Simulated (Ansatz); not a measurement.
A set of 12 reactions (redistribution), with CCSD(T)/CBS values in kJ/mol:

```
                                                                                                             reaction      ΔE
                                                         `N[SiH]1OCO1` + `OCS[SiH3]` → `C1O[SiH2]O1` + `NC(O)S[SiH3]`   133.0
                                    `N[SiH2][S][AlH2]` + `[AlH2][Se][SiH3]` → `N[SiH2][Se][SiH3]` + `[AlH2][S][AlH2]`     5.5
                                                            `C[BH][GaH2]` + `CCN[SiH3]` → `CC[NH][GaH2]` + `CB[SiH3]`   -12.3
`[NH2][Nb](=[O])([Cl])[Cl]` + `[NH]=[Nb]([OH])([OH])[OH]` → `[O]=[Nb]([OH])([Cl])[Cl]` + `[NH]=[Nb]([NH2])([OH])[OH]`   -14.9
                                                                      `OC[SiH2]CCl` + `NBCl` → `N[SiH2]CCl` + `OCBCl`    62.1
                                                        `N[SiH](O)[SiH2]F` + `NB(O)F` → `N[SiH](F)[SiH2]F` + `NB(O)O`   -26.9
                      `C[CH]([SiH3])[AlH][AlH2]` + `[NH2][AlH][NH2]` → `[NH2][AlH][AlH2]` + `C[CH]([SiH3])[AlH][NH2]`   -11.3
                          `[BH2][GeH]([CH3])[CH3]` + `[SiH3][CH2][GaH2]` → `[CH3][GeH]([CH3])[SiH3]` + `B[CH2][GaH2]`   -59.4
                                                        `C[O][Sn][Br]` + `CC[SiH2]N` → `C[CH2][Sn][Br]` + `CO[SiH2]N`    -6.1
                                                           `N=C(F)BS` + `C=[CH][AlH2]` → `BC(=N)F` + `C=[C]([AlH2])S`   143.0
                   `B[CH2][Al]([CH3])[CH3]` + `C[C](=N)[GeH2][OH]` → `[BH2][GeH2][C](C)=N` + `[CH3][Al]([CH3])[CH2]O`   208.9
                                    `N[SiH](F)[SiH2]O` + `[SiH3]CO[SiH2]Cl` → `O[SiH2]O[SiH2]Cl` + `N[SiH](F)C[SiH3]`  -278.5
```

Isolated molecules relaxed with PBE0-D4/def2-TZVP in Ansatz; ΔE leaves out vibrations. CBS: MP2 limit from def2 TZ/QZ plus the TZ coupled-cluster correction, frozen cores. This one scheme is used for every species. Functionals use def2-TZVPP. Elements past krypton have def2 core potentials. For Br, Ga, Ge, Nb, Se, Sn outer-core shells are correlated without core-valence functions, which leaves a few kJ/mol of doubt a bond. Scalar relativity is left out up to krypton. Each species was taken in one conformer, which may not be the lowest.

Question: Give the mean, mean absolute and largest difference (level minus CCSD(T)/CBS, kJ/mol) for: PBE-D4, r2SCAN-D4, PBE0-D4, ωB97M-V, B2PLYP, PBE, HF/def2-TZVPP, MP2/def2-TZVPP, CCSD(T)/def2-TZVPP, MP2/def2-QZVPP, SCS-MP2/def2-QZVPP, HF/CBS(def2), MP2/CBS(def2), CCSD/CBS(def2). (Best estimate.)

Answer: Ansatz gave: 
| level | mean | mean absolute | largest |
| --- | --- | --- | --- |
| PBE-D4 | 2.1 | 8.2 | 35.8 |
| r2SCAN-D4 | 1.2 | 3.2 | -9.2 |
| PBE0-D4 | 1.3 | 4.3 | 19.6 |
| ωB97M-V | 0.9 | 2.0 | 6.5 |
| B2PLYP | 1.1 | 2.1 | 6.6 |
| PBE | 2.4 | 8.4 | 39.2 |
| HF/def2-TZVPP | -1.3 | 5.4 | -14.9 |
| MP2/def2-TZVPP | 0.1 | 3.6 | 15.6 |
| CCSD(T)/def2-TZVPP | 0.0 | 2.2 | -4.6 |
| MP2/def2-QZVPP | 0.0 | 3.2 | 14.9 |
| SCS-MP2/def2-QZVPP | -0.1 | 2.5 | 8.2 |
| HF/CBS(def2) | -1.6 | 5.9 | -14.4 |
| MP2/CBS(def2) | 0.1 | 3.4 | -15.1 |
| CCSD/CBS(def2) | -0.3 | 1.6 | 3.3 |

The largest T1 diagnostic in the set is 0.021, for `[O]=[Nb]([OH])([Cl])[Cl]` (customary mark 0.02).

CCSD(T)/CBS is a level of theory with its own doubt, and the functionals carry their triple-zeta basis error, so these figures describe this set and don't rank the functionals.
